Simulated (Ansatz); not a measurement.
System: O2, net charge 2, singlet state. 
Geometry from a B3LYP-D3(BJ)/def2-TZVP (Ansatz, a first-principles code) optimisation:
```
O
O 1 1.0325
```
Charge +2, spin multiplicity 1.

Parts of the frozen-core correlation energy in STO-3G (Ansatz, hartree). Frozen orbitals: 2; correlated occupied orbitals by spin: 5 and 5; virtual: 3 and 3. No spin-orbit coupling. No relativistic terms. The restricted reference is unstable. The program attaches cautions to this run: large difference.

```tsv
term	value
reference (HF)	-146.19843
MP2 opposite-spin	-0.15901
MP2 same-spin	-0.05945
CCSD correlation	-0.20405
(T)	-0.00270
FCI minus CCSD(T)	-0.00387
T1 diagnostic	0.005
largest doubles amplitude	0.151
```
